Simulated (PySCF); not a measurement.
NbO2Br, SMILES [O]=[Nb](=[O])[Br], multiplicity 1. Atoms are numbered in the order given.

```xyz
4

Nb     0.8071    -0.2195     0.0000
O      1.5954     0.4269     1.3740
O      1.5954     0.4269    -1.3740
Br    -1.6748     0.0620     0.0000
```

The structure is a stationary point at B3LYP-D3(BJ)/def2-SVP. The multiplicity is an assumed one; other spin states were not compared. The def2 effective core potentials stand for the cores of Nb; spin–orbit coupling is left out.

The numbers are results of PBE/def2-TZVPD (PySCF), not measurements.

Mulliken values depend strongly on the basis, most of all with diffuse functions as here. ESP charges are fitted to the potential on shells at 1.4 to 2.0 van der Waals radii. Atomic charges (e):

```csv
atom,ESP fit,Mulliken
Nb1,(withheld),1.61
O2,(withheld),-0.63
O3,(withheld),-0.63
Br4,(withheld),-0.34
```

Problem. What belongs in the gaps? (The exact figures need the calculation; the answer reports its results.)

Solution. 
- Nb1, ESP fit: 1.47
- O2, ESP fit: -0.56
- O3, ESP fit: -0.56
- Br4, ESP fit: -0.36
